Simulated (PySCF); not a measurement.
Cl2HOZr, SMILES [OH][Zr+]([Cl])[Cl], charge +1, multiplicity 1. The structure is a stationary point at B3LYP-D3(BJ)/def2-SVP. The spin state was assumed, not searched. The isomer is the one that the SMILES or the coordinates give; other isomers of the formula were not compared. The def2 effective core potentials stand for the cores of Zr; spin–orbit coupling is left out. Other conformers were not sampled.

Computed with PySCF with B3LYP-D3(BJ)/def2-SVP.

Harmonic wavenumbers (cm⁻¹): 96, 122, 156, 407, 436, 463, 542, 823, 3806. Rotational constants (GHz): 3.349, 1.879, 1.327; symmetry number 1.

Question: Work out the zero-point energy and the ideal-gas rigid-rotor harmonic-oscillator thermochemistry at 298.15 K and 1 atm.

Answer: ZPE = ½ Σ hcν = ½ × 6851 cm⁻¹ = 40.98 kJ/mol. H − E(el) = 59.21 kJ/mol. Entropy in J/(mol K): translation 173.45, rotation 117.34, vibration 52.24, total 343.03. G − E(el) = -43.06 kJ/mol. Cp = 82.33 J/(mol K). Modes under 150 cm⁻¹ make the vibrational entropy uncertain.
